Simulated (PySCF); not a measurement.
Si(Cl)(OH)2(NH2) (ClH4NO2Si), SMILES N[Si](O)(O)Cl. Atoms are numbered in the order given.

```xyz
9

N      1.8081    -0.2889    -0.1529
Si     0.1231    -0.0209    -0.3393
O     -0.2466     1.3888    -1.1504
O     -0.6135    -1.2269    -1.2155
Cl    -0.6241     0.0673     1.6077
H      2.1279    -0.7607     0.6952
H      2.3560    -0.5757    -0.9679
H      0.1113     2.1933    -0.7360
H     -1.4848    -0.9812    -1.5746
```
Charge 0, spin multiplicity 1.

Coordinates come from a PBE-D3(BJ)/def2-SVP optimisation. Other conformers were not sampled.

Method: PBE-D3(BJ)/def2-SVP (PySCF).

Frequencies are harmonic and unscaled.

| mode | ν (cm⁻¹) | IR (km/mol) | moving atoms (share of kinetic energy) |
|---|---|---|---|
| 1 | 117 | 1.5 | H 56 %, O 28 %, N 8 % |
| 2 | 177 | 53.9 | H 58 %, O 20 %, Cl 12 %, N 8 % |
| 3 | 211 | 14.1 | H 51 %, N 21 %, O 17 %, Cl 9 % |
| 4 | 264 | 35.0 | H 51 %, N 16 %, O 13 %, Si 12 %, Cl 8 % |
| 5 | 279 | 18.4 | O 32 %, H 31 %, Si 17 %, Cl 14 % |
| 6 | 295 | 38.7 | O 38 %, H 22 %, Cl 19 %, Si 14 % |
| 7 | 344 | 60.0 | H 45 %, O 41 % |
| 8 | 356 | 62.8 | H 56 %, O 28 %, N 8 % |
| 9 | 400 | 176.6 | H 58 %, N 33 % |
| 10 | 515 | 106.9 | Si 38 %, Cl 37 %, O 12 % |
| 11 | 763 | 37.5 | O 45 %, H 29 %, N 20 % |
| 12 | 808 | 83.4 | H 72 %, O 14 %, N 8 % |
| 13 | 819 | 179.4 | H 64 %, O 23 %, N 9 % |
| 14 | 840 | 208.8 | H 58 %, Si 18 %, N 14 %, O 10 % |
| 15 | 936 | 124.2 | Si 44 %, O 36 %, H 17 % |
| 16 | 961 | 168.8 | Si 46 %, H 22 %, O 17 %, N 15 % |
| 17 | 1480 | 59.8 | H 89 %, N 11 % |
| 18 | 3498 | 29.9 | H 96 % |
| 19 | 3599 | 34.4 | H 91 %, N 9 % |
| 20 | 3754 | 70.2 | H 94 % |
| 21 | 3765 | 74.0 | H 94 % |
